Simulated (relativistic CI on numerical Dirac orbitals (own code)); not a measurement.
**Line list: Electric-dipole lines, Tm27+**

These numbers are calculated, not measured: Dirac-Coulomb-Breit CI, KLI orbitals optimised for each configuration, model QED (radiative potential, 1s self-energy scaled to tabulated hydrogen-like ionisation energies), unscaled Slater integrals (own radial code, finite nucleus).

Configurations in the expansion (outside the closed core [Ar] 3d10): 4s²4p⁶4d⁶, 4s²4p⁵4d⁷, 4s²4p⁶4d⁵4f, 4s²4p⁴4d⁸, 4s4p⁶4d⁷, 4p⁶4d⁸, 4s4p⁶4d⁶4f, 4s²4p⁶4d⁵5s, 4s4p⁵4d⁸, 4s²4p⁶4d⁵5d, 4s²4p⁶4d⁴5s², 4s²4p⁴4d⁷5s, 4s²4p⁶4d⁵6s, 4s4p⁶4d⁶5s, 4p⁶4d⁷5s, 4s4p⁶4d⁵5s². Levels of other configurations are missing.

| λ vac (Å) | Lower | Upper | A (s⁻¹) | gf | Branching (%) |
| --- | --- | --- | --- | --- | --- |
| 69.644 | 4s²4p⁶4d⁶ ⁵D4 [1] | 4s²4p⁶4d⁵4f ⁵F°5 [105] | 8.83e+09 | 7.06e-02 | 93.5 |
| 70.405 | 4s²4p⁶4d⁶ ⁵D4 [6] | 4s²4p⁶4d⁵4f ³F°4 [171] | 1.22e+10 | 8.16e-02 | 28.9 |
| 70.924 | 4s²4p⁶4d⁶ ⁵D4 [6] | 4s²4p⁶4d⁵4f ³F°4 [159] | 1.20e+10 | 8.15e-02 | 39.1 |
| 71.053 | 4s²4p⁶4d⁶ ³H6 [8] | 4s²4p⁶4d⁵4f ³I°7 [182] | 8.15e+09 | 9.26e-02 | 95.6 |
| 72.242 | 4s²4p⁶4d⁶ ³H6 [8] | 4s²4p⁶4d⁵4f ⁵H°7 [161] | 7.69e+09 | 9.02e-02 | 99.9 |
| 72.388 | 4s²4p⁶4d⁶ ³H6 [8] | 4s²4p⁶4d⁵4f ⁵G°5 [156] | 1.72e+10 | 1.49e-01 | 81.1 |
| 72.571 | 4s²4p⁶4d⁶ ³H6 [8] | 4s²4p⁶4d⁵4f ⁵H°6 [151] | 1.37e+10 | 1.41e-01 | 82.4 |
| 74.181 | 4s²4p⁶4d⁶ ⁵D4 [1] | 4s²4p⁶4d⁵4f ⁷F°5 [62] | 5.73e+09 | 5.20e-02 | 87.1 |
| 74.379 | 4s²4p⁶4d⁶ ⁵D4 [1] | 4s²4p⁶4d⁵4f ⁷F°4 [60] | 1.03e+10 | 7.71e-02 | 67.3 |
| 74.567 | 4s²4p⁶4d⁶ ³G5 [7] | 4s²4p⁶4d⁵4f ⁵F°4 [116] | 1.97e+10 | 1.48e-01 | 74.7 |
| 75.769 | 4s²4p⁶4d⁶ ⁵D4 [6] | 4s²4p⁶4d⁵4f ⁵H°3 [86] | 1.32e+10 | 7.97e-02 | 46.8 |
| 77.937 | 4s²4p⁶4d⁶ ⁵D4 [6] | 4s²4p⁵4d⁷ ³F°3 [74] | 2.92e+10 | 1.86e-01 | 54.6 |
| 77.938 | 4s²4p⁶4d⁶ ³G5 [7] | 4s²4p⁵4d⁷ ³F°4 [81] | 7.53e+10 | 6.17e-01 | 95.2 |
| 78.078 | 4s²4p⁶4d⁶ ⁵D3 [4] | 4s²4p⁵4d⁷ ⁵D°2 [66] | 1.57e+10 | 7.17e-02 | 50.3 |
| 78.284 | 4s²4p⁶4d⁶ ¹I6 [22] | 4s²4p⁶4d⁵4f ⁵G°5 [155] | 2.05e+10 | 2.07e-01 | 68.2 |
| 78.373 | 4s²4p⁶4d⁶ ³F4 [18] | 4s²4p⁶4d⁵4f ³D°3 [125] | 3.82e+10 | 2.46e-01 | 76.3 |
| 78.503 | 4s²4p⁶4d⁶ ³P2 [2] | 4s²4p⁵4d⁷ ³D°3 [46] | 1.29e+10 | 8.33e-02 | 46.7 |
| 78.616 | 4s²4p⁶4d⁶ ³H6 [8] | 4s²4p⁵4d⁷ ³G°5 [78] | 7.64e+10 | 7.79e-01 | 91.5 |
| 78.629 | 4s²4p⁶4d⁶ ¹I6 [22] | 4s²4p⁶4d⁵4f ⁵H°5 [149] | 3.69e+10 | 3.76e-01 | 77.9 |
| 78.779 | 4s²4p⁶4d⁶ ⁵D4 [1] | 4s²4p⁵4d⁷ ⁵P°3 [43] | 7.26e+10 | 4.73e-01 | 93.2 |
| 78.846 | 4s²4p⁶4d⁶ ³G4 [14] | 4s²4p⁵4d⁷ ¹G°4 [97] | 2.25e+10 | 1.89e-01 | 78.1 |
| 79.146 | 4s²4p⁶4d⁶ ³F3 [10] | 4s²4p⁵4d⁷ ³D°3 [79] | 3.16e+10 | 2.08e-01 | 58.1 |
| 79.173 | 4s²4p⁶4d⁶ ⁵D4 [6] | 4s²4p⁵4d⁷ ³F°3 [63] | 1.29e+10 | 8.47e-02 | 37.9 |
| 79.193 | 4s²4p⁶4d⁶ ⁵D4 [1] | 4s²4p⁵4d⁷ ³F°4 [41] | 1.85e+10 | 1.56e-01 | 90.7 |
| 79.583 | 4s²4p⁶4d⁶ ³P2 [2] | 4s²4p⁵4d⁷ ³P°1 [44] | 4.88e+10 | 1.39e-01 | 82.0 |
| 79.707 | 4s²4p⁶4d⁶ ³G4 [14] | 4s²4p⁵4d⁷ ³D°3 [90] | 3.09e+10 | 2.06e-01 | 64.0 |
| 79.899 | 4s²4p⁶4d⁶ ³H5 [20] | 4s²4p⁵4d⁷ ³G°5 [117] | 1.93e+10 | 2.03e-01 | 73.9 |
| 79.906 | 4s²4p⁶4d⁶ ⁵D3 [4] | 4s²4p⁵4d⁷ ⁵P°2 [56] | 4.12e+10 | 1.97e-01 | 87.4 |
| 80.288 | 4s²4p⁶4d⁶ ⁵D3 [4] | 4s²4p⁵4d⁷ ⁵P°3 [52] | 2.76e+10 | 1.87e-01 | 62.8 |
| 80.297 | 4s²4p⁶4d⁶ ³H6 [8] | 4s²4p⁵4d⁷ ³H°6 [69] | 4.13e+10 | 5.19e-01 | 97.5 |
| 80.526 | 4s²4p⁶4d⁶ ⁵D4 [1] | 4s²4p⁵4d⁷ ⁵D°4 [40] | 3.09e+10 | 2.71e-01 | 93.9 |
| 80.573 | 4s²4p⁶4d⁶ ⁵D4 [6] | 4s²4p⁵4d⁷ ³F°4 [57] | 1.45e+10 | 1.27e-01 | 56.3 |
| 80.709 | 4s²4p⁶4d⁶ ³H5 [20] | 4s²4p⁵4d⁷ ³F°4 [108] | 2.07e+10 | 1.82e-01 | 56.1 |
| 80.752 | 4s²4p⁶4d⁶ ¹I6 [22] | 4s²4p⁵4d⁷ ³I°6 [119] | 1.49e+10 | 1.89e-01 | 87.6 |
| 81.160 | 4s²4p⁶4d⁶ ⁵D4 [6] | 4s²4p⁵4d⁷ ⁵D°4 [53] | 2.31e+10 | 2.05e-01 | 74.7 |
| 81.344 | 4s²4p⁶4d⁶ ⁵D3 [4] | 4s²4p⁵4d⁷ ⁵F°4 [48] | 7.35e+09 | 6.57e-02 | 57.3 |
| 81.392 | 4s²4p⁶4d⁶ ³F2 [9] | 4s²4p⁵4d⁷ ³F°2 [64] | 2.03e+10 | 1.01e-01 | 41.8 |
| 81.784 | 4s²4p⁶4d⁶ ³G5 [7] | 4s²4p⁵4d⁷ ³H°5 [58] | 3.08e+10 | 3.40e-01 | 75.4 |
| 81.858 | 4s²4p⁶4d⁶ ³P2 [2] | 4s²4p⁵4d⁷ ³P°2 [39] | 3.57e+10 | 1.79e-01 | 92.7 |
| 81.887 | 4s²4p⁶4d⁶ ⁵D3 [4] | 4s²4p⁵4d⁷ ³D°3 [46] | 1.02e+10 | 7.18e-02 | 37.0 |
| 82.205 | 4s²4p⁶4d⁶ ⁵D1 [5] | 4s²4p⁵4d⁷ ³D°2 [47] | 1.59e+10 | 8.08e-02 | 57.1 |
| 82.465 | 4s²4p⁶4d⁶ ³F4 [18] | 4s²4p⁵4d⁷ ³F°4 [82] | 1.74e+10 | 1.60e-01 | 76.9 |
| 82.702 | 4s²4p⁶4d⁶ ⁵D4 [1] | 4s²4p⁵4d⁷ ⁵F°5 [36] | 1.56e+10 | 1.75e-01 | 88.2 |
| 83.900 | 4s²4p⁶4d⁶ ³P2 [2] | 4s²4p⁵4d⁷ ³D°3 [37] | 8.20e+09 | 6.05e-02 | 73.6 |
| 84.094 | 4s²4p⁶4d⁶ ³F2 [9] | 4s²4p⁵4d⁷ ¹F°3 [50] | 1.36e+10 | 1.01e-01 | 67.8 |

Terms are leading LS components. Brackets give the number of a level in order of energy, since labels repeat. The list gives strong lines, with weight on those to low levels, without lines whose two gauges differ by over a factor of 2.5, among the lowest 200 of 2774 levels, so that lines to higher ones, which can be the strongest, are missing. Levels whose partners in the same complex of configurations lie outside the list can be far off, and so can their lines. Rates are taken at the computed energies, electric ones in the length gauge.

At this charge energies of transitions that change n are usually good to better than 1 %, and those within a shell (Δn = 0) to a few per cent. Terms inside the open d or f shell come out 10 to 20 % too wide with unscaled integrals.

LS names give the leading component of a level, which can be under half, so a name can repeat, a term be missing and a line seem to break the LS rules.
